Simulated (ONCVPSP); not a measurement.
Configuration tests for selenium (Se) (ONCV)

| Property | Result |
| --- | --- |
| Element | Se (Z = 34) |
| Generator | ONCVPSP 4.0.1 |
| Type | optimised norm-conserving Vanderbilt (ONCV) |
| Functional | PBE |
| Relativity | scalar-relativistic |
| Frozen core | [Ar] |
| Valence charge | 16 |
| Reference configuration | 3d10 4s2 4p4 |
| Partial waves | 4s: rc 1.55 bohr, ncon 3, nbas 8, qcut 4.9 1/bohr, 2 projectors, debl 1.3 Ha; 4p: rc 1.40 bohr, ncon 4, nbas 7, qcut 5.7 1/bohr, 2 projectors, debl 3.4 Ha; 3d: rc 0.90 bohr, ncon 4, nbas 8, qcut 17.1 1/bohr, 2 projectors, debl 3 Ha |
| Local potential | polynomial inside 0.60 bohr (lpopt 2, dvloc0 1 Ha) |
| Core correction | none |

Energies are relative to the spin-unpolarised reference configuration 3d10 4s2 4p4; without spin polarisation the order of configurations can differ from experiment.

(1) Give the all-electron excitation energy and the error of the potential for: 3d10 4s2 4p3; 3d10 4s2 4p2; 3d10 4s2 4p1; 3d10 4s2 4p0.

Levels in the configuration 3d10 4s2 4p0:

```
level  all-electron (eV)  pseudo (eV)
   3d           -104.301     -103.753
   4s            -61.723      -61.657
```

Note: ghosts flagged at negative energy: s at -118.3 eV; GHOST(+) flagged for p at 117.6 eV. A true bound ghost makes a file unfit for plane-wave use.

## Answers

(1)

```csv
valence configuration,charge,ΔE all-electron (eV),error AE − PS (meV)
3d10 4s2 4p3,+1,10.845,-1.4
3d10 4s2 4p2,+2,31.194,-3.3
3d10 4s2 4p1,+3,62.062,-1.6
3d10 4s2 4p0,+4,104.247,+20
```
